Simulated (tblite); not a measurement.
C3H10O2SSi3.
Numbering: `[O:1]=[CH:2][C:3](=[O:4])[SiH2:5][C@@H:6]([SiH3:7])[S:8][SiH3:9]` (hydrogens: H10 on C2; H11, H12 on Si5; H13 on C6; H14, H15, H16 on Si7; H17, H18, H19 on Si9)

Structure optimised with GFN2-xTB, isolated species.

(1) List the bond lengths, angles and torsions at this level.

Answers

(1) 
```json
{"bond": "O1=C2", "length (pm)": "120.6"}
{"bond": "C2–C3", "length (pm)": "147.1"}
{"bond": "C3=O4", "length (pm)": "120.4"}
{"bond": "C3–Si5", "length (pm)": "195.0"}
{"bond": "Si5–C6", "length (pm)": "189.5"}
{"bond": "C6–Si7", "length (pm)": "191.5"}
{"bond": "C6–S8", "length (pm)": "185.1"}
{"bond": "S8–Si9", "length (pm)": "214.4"}
{"bond": "C2–H10", "length (pm)": "111.3"}
{"bond": "Si5–H11", "length (pm)": "146.6"}
{"bond": "Si5–H12", "length (pm)": "145.7"}
{"bond": "C6–H13", "length (pm)": "109.0"}
{"bond": "Si7–H14, Si7–H15, Si7–H16", "length (pm)": "146.1"}
{"bond": "Si9–H17, Si9–H18, Si9–H19", "length (pm)": "145.7"}
```

Bonds in one row agree within 1 pm and their mean is given. A selection of angles:
```json
{"angle": "O1–C2–C3", "degrees": "126.4"}
{"angle": "O1–C2–H10", "degrees": "121.4"}
{"angle": "C3–C2–H10", "degrees": "111.2"}
{"angle": "C2–C3–O4", "degrees": "129.3"}
{"angle": "C2–C3–Si5", "degrees": "109.4"}
{"angle": "O4–C3–Si5", "degrees": "121.3"}
{"angle": "C3–Si5–C6", "degrees": "104.6"}
{"angle": "C3–Si5–H11", "degrees": "108.2"}
{"angle": "C3–Si5–H12", "degrees": "105.8"}
{"angle": "C6–Si5–H11", "degrees": "111.1"}
{"angle": "C6–Si5–H12", "degrees": "113.8"}
{"angle": "H11–Si5–H12", "degrees": "112.7"}
{"angle": "Si5–C6–Si7", "degrees": "116.8"}
{"angle": "Si5–C6–S8", "degrees": "105.9"}
{"angle": "Si5–C6–H13", "degrees": "108.8"}
{"angle": "Si7–C6–S8", "degrees": "108.8"}
{"angle": "Si7–C6–H13", "degrees": "109.3"}
{"angle": "S8–C6–H13", "degrees": "106.7"}
{"angle": "C6–Si7–H14", "degrees": "107.5"}
{"angle": "H14–Si7–H15", "degrees": "112.5"}
{"angle": "H14–Si7–H16", "degrees": "111.0"}
{"angle": "H15–Si7–H16", "degrees": "110.2"}
{"angle": "C6–S8–Si9", "degrees": "100.2"}
{"angle": "S8–Si9–H17", "degrees": "107.2"}
{"angle": "S8–Si9–H18", "degrees": "103.1"}
{"angle": "H17–Si9–H18", "degrees": "113.5"}
{"angle": "H17–Si9–H19", "degrees": "110.7"}
```

Torsions: O1–C2–C3–O4 114° (anticlinal); C2–C3–Si5–C6 69° (synclinal); C3–Si5–C6–Si7 60° (synclinal); Si5–C6–S8–Si9 135° (anticlinal).

S8 (sulfur bonded to C and Si) is bent (angle 100.2°). Si5 (SiH2 silicon) is distorted tetrahedral (angles from 104.6° to 113.8°). Of the pairs four or more bonds apart, O1···H13 is among the closest relative to their van der Waals radii: 2.65 Å, 97 % of the sum of Bondi's values. The C–Si distances run from 1.895 Å (Si5–C6, drawn single) to 1.950 Å (C3–Si5, drawn single), a spread of 0.055 Å. Si7 (SiH3 silicon) is tetrahedral (angles from 107.5° to 112.5°). Si9 (SiH3 silicon) is distorted tetrahedral (angles from 103.1° to 113.5°).

Point group: C1 (no symmetry element, even within 0.4 Å). Its lowest GFN2-xTB frequency is 14 cm⁻¹, too small to tell a flat minimum from a shallow saddle. One conformer, not necessarily the lowest. 3 starts were optimised and ended at 0.00, 0.60 and 1.89 kcal/mol (GFN2-xTB); the lowest of these is shown.

The numbers are calculated, not measured.
